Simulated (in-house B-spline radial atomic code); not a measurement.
Binding energies in Ba2+

NIST's tabulated ground configuration is [Kr] 4d10 5s2 5p6; each binding energy is the energy of the ion with one electron taken from that subshell, relaxed, less that of the parent. All numbers are computed (Dirac-Kohn-Sham B3LYP, spherical fractional occupations; Fermi nucleus of rms radius 4.8378 fm) with a radial B-spline atomic code at the basis-set limit, not measured. Energies include first-order Breit, QED and recoil terms. Caution: exact exchange at fractional occupations of open shells leaves self-interaction of up to several eV.

| subshell | X-ray name | binding energy (eV) | -ε (eV) | relaxation (eV) |
| --- | --- | --- | --- | --- |
| 1s | K | 37550.8 | 37325.5 | -348.3 |
| 2s | L1 | 5976.1 | 5929.7 | -61.1 |
| 2p1/2 | L2 | 5646.6 | 5584.0 | -76.7 |
| 2p3/2 | L3 | 5269 | 5201.9 | -76.7 |
| 3s | M1 | 1289.1 | 1270.6 | -21.0 |
| 3p1/2 | M2 | 1144.8 | 1125.2 | -21.9 |
| 3p3/2 | M3 | 1072.5 | 1051.0 | -22.8 |
| 3d3/2 | M4 | 821.4 | 796.4 | -25.7 |
| 3d5/2 | M5 | 806.4 | 780.6 | -26.1 |
| 4s | N1 | 272.9 | 263.2 | -10.2 |
| 4p1/2 | N2 | 219.4 | 209.9 | -9.9 |
| 4p3/2 | N3 | 204.6 | 194.3 | -10.4 |
| 4d3/2 | N4 | 116.5 | 106.8 | -9.7 |
| 4d5/2 | N5 | 114.1 | 104.2 | -9.9 |
| 5s | O1 | 53.6 | 48.08 | -5.58 |
| 5p1/2 | O2 | 38.73 | 33.66 | -5.11 |
| 5p3/2 | O3 | 36.72 | 31.48 | -5.24 |

Relaxation = -ε minus the binding energy without Breit, QED and recoil terms. With a density functional, K lines can miss by some tenths of a per cent, more in light atoms. For a density functional the relaxation so defined is negative, because -ε of a Kohn-Sham level is smaller than the binding energy.

Emission lines follow as differences of binding energies, with λ = 12398.42 eV·Å / E:

```csv
line,holes,energy (eV),wavelength (Å)
K-L3,1s → 2p3/2,32281.8,0.38407
K-L2,1s → 2p1/2,31904.2,0.38861
K-M3,1s → 3p3/2,36478.3,0.33988
L3-M5,2p3/2 → 3d5/2,4462.6,2.7783
L2-M4,2p1/2 → 3d3/2,4825.2,2.5695
L1-M3,2s → 3p3/2,4903.6,2.5284
L3-M1,2p3/2 → 3s,3979.9,3.1153
L2-N4,2p1/2 → 4d3/2,5530.1,2.242
```

What screening constant σ does Moseley's law, E = (3/4)·13.6057 eV·(Z - σ)², need for K-L3?

σ = -0.25.

Moseley's non-relativistic formula needs a falling, then negative, screening constant for heavy elements, because relativity binds the 1s electron more strongly than the formula allows.

What does it cost to remove both a 3p3/2 and a 3d3/2 electron?

1947.2 eV, which is 53.29 eV more than the two single binding energies together.

What does it cost to remove both a 3d3/2 and a 4p1/2 electron?

1069 eV, which is 28.17 eV more than the two single binding energies together.

What does it cost to remove both a 3p3/2 and a 4s electron?

1373.9 eV, which is 28.56 eV more than the two single binding energies together.
